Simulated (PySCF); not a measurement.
## Bi: interval between two levels

Bi [Xe] 4f14 5d10 6s2 6p3 [4S3/2, M_J = 3/2] → Bi [Xe] 4f14 5d10 6s2 6p2 7s1 [4P5/2, M_J = 5/2], as a difference of total energies. Computed with PySCF 2.14 in x2c-SVPall-2c with one added diffuse shell each of s, p type (8s12p7d2f, 93 functions), with the two-component X2C-1e Hamiltonian. Correlated levels: [Kr] 4d10 4f14 frozen; the 22 highest virtual spinors dropped. "Screened" scales the spin-orbit matrix elements by Boettger's factors to mimic the two-electron term; Breit and QED terms are absent.

| method | interval between two levels (cm⁻¹) |
| --- | --- |
| GHF (spin-free) | 43486 |
| GMP2 (spin-free) | 42925 |
| GHF (screened spin-orbit) | 48456 |
| GMP2 (screened spin-orbit) | 48341 |

The labels give the starting determinants; with spin-orbit coupling the two ends relaxed to ⟨J²⟩ = 3.78, ⟨L²⟩ = 0.82, ⟨S²⟩ = 3.21 and ⟨J²⟩ = 8.76, ⟨L²⟩ = 3.81, ⟨S²⟩ = 2.80.

The promoted electron is Rydberg-like, and one or two diffuse shells describe it only roughly, which tends to raise the upper state.
